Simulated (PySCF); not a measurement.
CH₅NTe. Atoms are numbered in the order given.

```xyz
8

Te     0.3730     0.0523     0.0000
C     -0.9006    -1.7233     0.0000
H     -1.5243    -1.7386    -0.9035
H     -1.5243    -1.7386     0.9035
H     -0.2342    -2.5989     0.0000
N     -1.0584     1.5382     0.0000
H     -1.6515     1.4650     0.8272
H     -1.6515     1.4650    -0.8272
```
Charge 0, spin multiplicity 1.

The structure is a stationary point at B3LYP-D3(BJ)/def2-SVP. The def2 effective core potentials stand for the cores of Te; spin–orbit coupling is left out. The values are those of a single conformer.

Computed with ωB97X/def2-TZVPD (PySCF).

The molecule is in vacuum.

Q: Estimate the frontier levels, gap, dipole moment and polarisability. (Estimate from the structure and the level; the computed values follow.)

A: 
The highest occupied level comes out as -8.14 eV. The lowest empty level comes out as 0.86 eV, the orbital gap is 8.99 eV and the dipole moment comes out as 2.07 D. The quadrupole, principal values (traceless, Buckingham form, about the centre of nuclear charge) comes out as -2.96, -2.09, 5.06 D·Å. The mean static polarisability is 66.4 bohr³ (9.84 Å³) and the polarisability, principal values comes out as 58.5, 64.4, 76.3 bohr³.
